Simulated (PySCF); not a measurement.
C4H7NSi.
InChI=1S/C4H7NSi/c1-4(2)6-3-5/h1,6H2,2H3

Method used: TDDFT PBE0/def2-SVPD, vertical, gas phase, core orbitals frozen in the response in PySCF. Isolated species at its GFN2-xTB geometry (one conformer only). Torsions of this conformer, `[CH2:1]=[C:2]([CH3:3])[SiH2:4][C:5]#[N:6]`: C1–C2–Si4–C5 128°.

```csv
state,E (eV),E (hartree),f,"main configurations (H = HOMO, L = LUMO)"
S1,6.49,0.2385,0.029,"H→L+1 (60%), H→L (27%), H→L+2 (8%)"
S2,6.73,0.2473,0.065,"H→L+2 (34%), H→L (31%), H→L+1 (28%)"
S3,6.79,0.2495,0.0062,"H-1→L (82%), H→L+1 (8%)"
S4,7.05,0.2592,0.245,"H→L+2 (52%), H→L (36%)"
S5,7.13,0.2620,0.0033,"H-2→L+1 (29%), H-2→L (18%), H-1→L+1 (15%)"
S6,7.39,0.2716,0.023,"H-1→L+1 (31%), H-2→L (30%), H-2→L+2 (11%)"
```

Triplets (Tamm–Dancoff): T1 4.22 eV, H→L (83%); T2 5.89 eV, H-2→L+2 (20%), H-1→L (19%), H-3→L+1 (10%).

The lowest singlet comes at 191 nm (626 kJ/mol) in the vacuum ultraviolet; it is weak; its leading configuration is HOMO→LUMO+1 (60%). The most intense listed level is S4 at 7.05 eV (176 nm, f = 0.245), 0.56 eV above S1. Löwdin shares by element: HOMO carbon 81% or more (atoms not listed hold the other 19%); LUMO carbon 61% or more, silicon 12% (atoms not listed hold the other 27%). Of the 6 states listed, 4 reach f = 0.01 and none stays under 0.0005. Orbital energies (eV): HOMO-3 -10.15, HOMO-2 -9.74, HOMO-1 -9.16, HOMO -8.13, LUMO -0.84, LUMO+1 -0.41, LUMO+2 -0.15. The listed states span 0.90 eV. Only the lowest 6 singlets were computed, as vertical energies without vibronic structure.

Cost: about 50 s of CPU time on one thread; the machine was shared, so the figure is rough.
